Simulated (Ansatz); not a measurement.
Reaction (hydrogenolysis of a Ga–O bond): `CO[CH2][GaH][OH]` + H₂ → `CO[CH2][GaH2]` + H₂O

Calculated with Ansatz (gas phase, PBE0-D4/def2-TZVP geometries, no zero-point term in ΔE). CBS: MP2 limit from def2 TZ/QZ plus the TZ coupled-cluster correction, frozen cores. This one scheme is used for every species. DFT in def2-TZVPP. B3LYP here is the variant with VWN-RPA as its local correlation; programs differ in this. For Ga outer-core shells are correlated without core-valence functions, which leaves a few kJ/mol of doubt a bond. Scalar relativity is left out up to krypton. One conformer a species, not always the lowest.

Task: Is it downhill or uphill in electronic energy at CCSD(T)/CBS, and by how much? (An estimate is asked.)

Result: Computed: Uphill: ΔE = +13.4 kcal/mol.

Task: What do these levels give: B2PLYP, PBE0, B3LYP, HF/def2-TZVPP, HF/def2-QZVPP, MP2/def2-QZVPP? (Best estimate.)

Result: The calculation gave: B2PLYP 13.7, PBE0 11.6, B3LYP 12.6, HF/def2-TZVPP 8.2, HF/def2-QZVPP 8.1, MP2/def2-QZVPP 14.8 kcal/mol.

Largest T1 diagnostic among the species: 0.013.

The D4 term adds +1.2 kcal/mol with B3LYP and +0.7 kcal/mol with PBE0; it sums over pairs of atoms, weighted by their polarisabilities, and B3LYP, whose exchange is more repulsive, gets the larger term. From PBE to PBE0 (25 % exact exchange), in def2-TZVPP and without D4, ΔE moves by −2.2 kcal/mol.
